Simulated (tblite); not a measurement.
C₇H₁₅P.
Structure used (GFN2-xTB), in Å, numbered top down from 1:
```
atom  x, y, z in Å
C1     3.5616    0.2497    0.1271
C2     2.5988   -0.0175   -0.7376
C3     1.2256    0.5488   -0.6727
P4    -0.0034   -0.8176   -0.2875
C5     0.4949   -1.0588    1.4800
C6    -1.5207    0.2631   -0.0201
C7    -2.0137    0.8118   -1.3552
C8    -2.6214   -0.5607    0.6408
H9     4.5387   -0.1959    0.0480
H10    3.4139    0.9352    0.9465
H11    2.7736   -0.7121   -1.5496
H12    0.9525    0.9603   -1.6475
H13    1.1544    1.3326    0.0864
H14    0.3265   -0.1572    2.0684
H15    1.5543   -1.3102    1.4979
H16   -0.0614   -1.8876    1.9120
H17   -1.2459    1.0974    0.6389
H18   -2.9348    1.3757   -1.2142
H19   -1.2790    1.4729   -1.8092
H20   -2.2155   -0.0055   -2.0455
H21   -3.5138    0.0475    0.7828
H22   -2.8834   -1.4101    0.0124
H23   -2.3067   -0.9350    1.6121
```

Level: GFN2-xTB in tblite, geometry and Hessian alike; calculated harmonic values, unscaled, isolated species. Errors from tens to a few hundred cm⁻¹ against measured bands are possible. One conformer, not necessarily the lowest.

Harmonic wavenumbers (cm⁻¹): 44.4, 57.4, 82.5, 138.7, 168.6, 183.6, 206.2, 216.2, 263.2, 279.3, 299.6, 329.7, 407.6, 428.7, 586.7, 654.2, 716.3, 755.4, 802.6, 871.5, 886.9, 900.7, 932.6, 937.1, 955.9, 982.0, 1018.2, 1042.1, 1065.2, 1129.3, 1166.8, 1168.4, 1186.3, 1242.3, 1289.1, 1291.4, 1317.1, 1404.6, 1409.2, 1418.5, 1431.6, 1445.7, 1461.0, 1491.7, 1496.8, 1501.4, 1507.3, 1708.3, 2874.8, 2936.4, 2948.6, 2981.4, 3006.6, 3007.9, 3010.9, 3019.9, 3020.9, 3025.6, 3033.0, 3036.6, 3052.0, 3092.4, 3122.1.

A = 3152, B = 952.9, C = 805.8 MHz; mass 130.091 u (most abundant isotopes); point group C1, symmetry number 1.

What is the zero-point energy?

Half the sum of the wavenumbers: 43724 cm⁻¹ = 523.06 kJ/mol.

What is S at 298.15 K and 1 bar for an ideal gas of classical rigid rotors and harmonic oscillators?

Translation 169.57, rotation 122.49, vibration 150.16: S = 442.2 J/(mol K).

And Cp and H(298.15 K) − H(0)?

Cp = 182.77 J/(mol K), of which vibrations give 149.51 (their classical limit is 63 R = 523.8); H(298.15 K) − H(0) = 33.27 kJ/mol without the zero-point energy, 23.35 from vibrations.

Blend soft modes into free rotors: weight 1/[1 + (100 cm⁻¹/ν̃)⁴] for the oscillator and the rest for a rotor with moment μB/(μ + B), μ = h/(8π²ν), B = 10⁻⁴⁴ kg m². What vibrational entropy results?

137.82 J/(mol K) in place of 150.16, which changes −T·S at 298.15 K by +3.68 kJ/mol.

How do the functions run with temperature in this model?

```csv
T (K),S (J/(mol K)),Cp (J/(mol K)),H − H(0) (kJ/mol),G − H(0) (kJ/mol),ln q(vib)
150,342.6,116.1,11.23,-40.16,3.82
250,412.1,160.1,25.02,-78.01,7.11
400,502.7,230.5,54.34,-146.73,11.82
600,611.6,307.7,108.58,-258.37,17.87
900,752.2,385.3,213.42,-463.57,26.40
```

q(vib) and H(0) count from the zero-point level.

Which modes carry the vibrational entropy at 298.15 K?

44.4 cm⁻¹: 21.14; 57.4 cm⁻¹: 19.01; 82.5 cm⁻¹: 16.03; 138.7 cm⁻¹: 11.81; 168.6 cm⁻¹: 10.26; 183.6 cm⁻¹: 9.59 J/(mol K); the other 57 give 62.33 together.

Hindered rotation and anharmonicity are outside this model. Other conformers, if any are populated, would add a mixing term that is left out. The structure is chiral; the term R ln 2 for an equal mix with its mirror image is left out.
